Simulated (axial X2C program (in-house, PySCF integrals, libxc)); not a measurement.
**Outer orbitals of InBr⁺ at 2.466 Å, PBE0**

Calculated with an axial X2C code built on PySCF integrals. Spin-free means the one-electron spin-free X2C Hamiltonian; two-component (2c) means X2C with spin–orbit coupling and atomic mean-field two-electron Coulomb and Gaunt terms, so the difference of the two also holds small scalar two-electron terms. Basis: In dyall-cv3z [11s12p9d4f1g], Br dyall-cv3z [8s9p6d4f1g] (cores contracted in-house); Gaussian nuclei, density fitting, unrestricted open shells. Masses: In 114.904 u, Br 78.918 u.

The distance is close to the 2c PBE0 minimum; the highest filled and lowest empty levels are listed.

Spin-free orbitals, state M_S = 1/2, Λ = 0 (beyond evenly filled blocks: σα) (Löwdin shares):

```json
{"symmetry": "σα", "occupied": "yes", "ε (eV)": "-29.44", "atomic character": "78% In d, 18% Br s"}
{"symmetry": "σβ", "occupied": "yes", "ε (eV)": "-29.17", "atomic character": "85% In d, 12% Br s"}
{"symmetry": "δ+α", "occupied": "yes", "ε (eV)": "-28.97", "atomic character": "100% In d"}
{"symmetry": "δ-α", "occupied": "yes", "ε (eV)": "-28.97", "atomic character": "100% In d"}
{"symmetry": "π-α", "occupied": "yes", "ε (eV)": "-28.93", "atomic character": "100% In d"}
{"symmetry": "π+α", "occupied": "yes", "ε (eV)": "-28.93", "atomic character": "100% In d"}
{"symmetry": "δ+β", "occupied": "yes", "ε (eV)": "-28.88", "atomic character": "100% In d"}
{"symmetry": "δ-β", "occupied": "yes", "ε (eV)": "-28.88", "atomic character": "100% In d"}
{"symmetry": "π-β", "occupied": "yes", "ε (eV)": "-28.81", "atomic character": "100% In d"}
{"symmetry": "π+β", "occupied": "yes", "ε (eV)": "-28.81", "atomic character": "100% In d"}
{"symmetry": "σα", "occupied": "yes", "ε (eV)": "-27.62", "atomic character": "65% Br s, 26% In d, 5% In p"}
{"symmetry": "σβ", "occupied": "yes", "ε (eV)": "-27.09", "atomic character": "71% Br s, 19% In d, 6% In p"}
{"symmetry": "σα", "occupied": "yes", "ε (eV)": "-17.58", "atomic character": "48% Br p, 47% In s, 3% Br s"}
{"symmetry": "σβ", "occupied": "yes", "ε (eV)": "-16.62", "atomic character": "49% In s, 43% Br p, 4% Br s"}
{"symmetry": "π+α", "occupied": "yes", "ε (eV)": "-14.28", "atomic character": "90% Br p, 5% In p, 4% In d"}
{"symmetry": "π-α", "occupied": "yes", "ε (eV)": "-14.28", "atomic character": "90% Br p, 5% In p, 4% In d"}
{"symmetry": "π-β", "occupied": "yes", "ε (eV)": "-14.10", "atomic character": "90% Br p, 5% In p, 4% In d"}
{"symmetry": "π+β", "occupied": "yes", "ε (eV)": "-14.10", "atomic character": "90% Br p, 5% In p, 4% In d"}
{"symmetry": "σα", "occupied": "yes", "ε (eV)": "-14.08", "atomic character": "39% In s, 34% Br p, 23% In p"}
{"symmetry": "σβ", "occupied": "no", "ε (eV)": "-11.23", "atomic character": "39% In s, 36% Br p, 22% In p"}
{"symmetry": "π+α", "occupied": "no", "ε (eV)": "-7.70", "atomic character": "91% In p, 5% Br p, 2% Br d"}
{"symmetry": "π-α", "occupied": "no", "ε (eV)": "-7.70", "atomic character": "91% In p, 5% Br p, 2% Br d"}
{"symmetry": "π-β", "occupied": "no", "ε (eV)": "-7.21", "atomic character": "92% In p, 5% Br p, 3% Br d"}
{"symmetry": "π+β", "occupied": "no", "ε (eV)": "-7.21", "atomic character": "92% In p, 5% Br p, 3% Br d"}
```

Spinors with spin–orbit coupling (state Ω = 1/2):

| ω | occupied | ε (eV) | atomic character | λ mixture |
| --- | --- | --- | --- | --- |
| 1/2 | yes | -29.62 | 86% In d, 12% Br s | 77% σ, 23% π |
| -1/2 | yes | -29.49 | 94% In d, 5% Br s | 55% σ, 45% π |
| -3/2 | yes | -29.43 | 100% In d | 85% δ, 15% π |
| 3/2 | yes | -29.38 | 100% In d | 78% δ, 22% π |
| 1/2 | yes | -28.81 | 87% In d, 11% Br s | 74% π, 26% σ |
| -1/2 | yes | -28.76 | 89% In d, 9% Br s | 54% π, 46% σ |
| 5/2 | yes | -28.62 | 100% In d | 100% δ |
| 3/2 | yes | -28.57 | 100% In d | 78% π, 22% δ |
| -5/2 | yes | -28.53 | 100% In d | 100% δ |
| -3/2 | yes | -28.49 | 100% In d | 85% π, 15% δ |
| 1/2 | yes | -27.59 | 61% Br s, 31% In d, 5% In p | 98% σ, 2% π |
| -1/2 | yes | -27.10 | 69% Br s, 21% In d, 5% In p | 99% σ, 1% π |
| 1/2 | yes | -17.57 | 48% Br p, 46% In s, 3% Br s | 100% σ |
| -1/2 | yes | -16.65 | 48% In s, 45% Br p, 4% Br s | 99% σ, 1% π |
| -1/2 | yes | -14.45 | 89% Br p, 5% In p, 3% In d | 98% π, 2% σ |
| 1/2 | yes | -14.34 | 80% Br p, 9% In s, 7% In p | 82% π, 18% σ |
| 3/2 | yes | -14.13 | 90% Br p, 5% In p, 4% In d | 100% π |
| 1/2 | yes | -14.01 | 44% Br p, 31% In s, 21% In p | 82% σ, 18% π |
| -3/2 | yes | -13.96 | 90% Br p, 5% In p, 4% In d | 100% π |
| -1/2 | no | -11.21 | 38% In s, 36% Br p, 22% In p | 99% σ, 1% π |
| -1/2 | no | -7.81 | 91% In p, 5% Br p, 2% Br d | 100% π |
| 3/2 | no | -7.54 | 91% In p, 5% Br p, 2% Br d | 100% π |
| 1/2 | no | -7.34 | 91% In p, 5% Br p, 3% Br d | 99% π, 1% σ |

Task: How does the gap between the highest filled and lowest empty level change from the spin-free to the 2c table?

Result: From 2.85 to 2.75 eV at PBE0, a change of -0.10 eV.

Mulliken charges and populations of the two-component result (they depend on the basis, above all on diffuse functions):

In 0.98 e (s 9.53 p 18.41 d 20.05 f 0.02), Br 0.02 e (s 7.98 p 16.97 d 10.03). ⟨Lz⟩ = 0.01 ħ and ⟨Sz⟩ = 0.49 ħ (0.27 and 0.22 on the two atoms), which add up to Ω.

One determinant describes the state; a PBE0 search over occupations chose it and may have missed a lower one. Density functionals use the spin component along the axis (collinear).
